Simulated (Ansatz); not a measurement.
Geometry optimisation, RKS PBE0-D4/STO-3G (Ansatz 0.2.0).

Input:

```yaml
crystal:
  periodic: [false, false, false]
  atoms:
    - { symbol: C, position_ang: [-0.3259, 0.0281, -1.8603] }
    - { symbol: Si, position_ang: [0.0252, 0.0941, -0.0507] }
    - { symbol: Al, position_ang: [2.3125, 0.4333, 0.2233] }
    - { symbol: Si, position_ang: [-0.4722, -1.8449, 0.8618] }
    - { symbol: C, position_ang: [-0.9055, 1.4727, 0.7669] }
    - { symbol: F, position_ang: [-2.2654, 1.3028, 0.6154] }
    - { symbol: H, position_ang: [0.2148, -0.7447, -2.3601] }
    - { symbol: H, position_ang: [-1.4244, -0.0748, -2.0142] }
    - { symbol: H, position_ang: [-0.0836, 1.0604, -2.2845] }
    - { symbol: H, position_ang: [2.9663, 0.4883, 1.7314] }
    - { symbol: H, position_ang: [3.2787, 0.5984, -1.019] }
    - { symbol: H, position_ang: [-0.2017, -1.8253, 2.3158] }
    - { symbol: H, position_ang: [0.1491, -2.9117, 0.19] }
    - { symbol: H, position_ang: [-2.0161, -2.0559, 0.7058] }
    - { symbol: H, position_ang: [-0.6676, 1.4727, 1.8713] }
    - { symbol: H, position_ang: [-0.607, 2.4838, 0.3514] }
basis:
  gaussian: { orbitals: STO-3G }
hamiltonian:
  xc: pbe0
  dispersion: d4
relax:
  f_tol: 0.02
  max_steps: 40
```

Command:

```bash
$ ansatz run input.yaml --threads 1 --pin off --max-ram 2048MiB --backend cpu --events-out ev --progress --plain --runs-dir out
```

Problem. Where does it end, and by what steps?

Solution. The run converged. The force dipped under the threshold on the way, but the program's further checks kept it going. Limits of this set-up: minimal basis. After 17 steps the energy has fallen by 0.862 eV; H10 moved furthest, 0.61 Å.

```json
{"step": "0", "energy less start (eV)": "0.0000", "largest force component (eV/Å)": "3.823", "accepted": "yes"}
{"step": "1", "energy less start (eV)": "-0.7159", "largest force component (eV/Å)": "1.452", "accepted": "yes"}
{"step": "2", "energy less start (eV)": "-0.8404", "largest force component (eV/Å)": "0.300", "accepted": "yes"}
{"step": "3", "energy less start (eV)": "-0.8534", "largest force component (eV/Å)": "0.075", "accepted": "yes"}
{"step": "4", "energy less start (eV)": "-0.8548", "largest force component (eV/Å)": "0.026", "accepted": "yes"}
{"step": "5", "energy less start (eV)": "-0.8570", "largest force component (eV/Å)": "0.019", "accepted": "yes"}
{"step": "6", "energy less start (eV)": "-0.8578", "largest force component (eV/Å)": "0.031", "accepted": "yes"}
{"step": "7", "energy less start (eV)": "-0.8583", "largest force component (eV/Å)": "0.064", "accepted": "yes"}
{"step": "8", "energy less start (eV)": "-0.8585", "largest force component (eV/Å)": "0.097", "accepted": "yes"}
{"step": "9", "energy less start (eV)": "-0.8594", "largest force component (eV/Å)": "0.067", "accepted": "yes"}
{"step": "10", "energy less start (eV)": "-0.8604", "largest force component (eV/Å)": "0.013", "accepted": "yes"}
{"step": "11", "energy less start (eV)": "-0.8608", "largest force component (eV/Å)": "0.102", "accepted": "yes"}
{"step": "12", "energy less start (eV)": "-0.8614", "largest force component (eV/Å)": "0.046", "accepted": "yes"}
{"step": "13", "energy less start (eV)": "-0.8618", "largest force component (eV/Å)": "0.012", "accepted": "yes"}
{"step": "14", "energy less start (eV)": "-0.8621", "largest force component (eV/Å)": "0.043", "accepted": "yes"}
{"step": "15", "energy less start (eV)": "-0.8621", "largest force component (eV/Å)": "0.052", "accepted": "yes"}
{"step": "16", "energy less start (eV)": "-0.8623", "largest force component (eV/Å)": "0.044", "accepted": "yes"}
{"step": "17", "energy less start (eV)": "-0.8624", "largest force component (eV/Å)": "0.018", "accepted": "yes"}
```

```xyz
16
Properties=species:S:1:pos:R:3
C -0.369 0.128 -1.858
Si 0.145 0.089 -0.045
Al 2.391 0.452 0.251
Si -0.548 -1.874 0.813
C -0.883 1.454 0.822
F -2.273 1.221 0.800
H 0.136 -0.651 -2.438
H -1.447 -0.024 -1.971
H -0.126 1.089 -2.323
H 2.896 1.056 1.530
H 3.375 0.068 -0.817
H -0.386 -1.904 2.248
H 0.224 -2.977 0.287
H -1.936 -2.146 0.524
H -0.549 1.559 1.879
H -0.673 2.437 0.342
```

Whether the end is a true minimum wasn't checked by a vibrational analysis.

Time of the run: 88 s on 1 thread of Arm Neoverse V1 (shared host), peak memory 0.16 GiB.
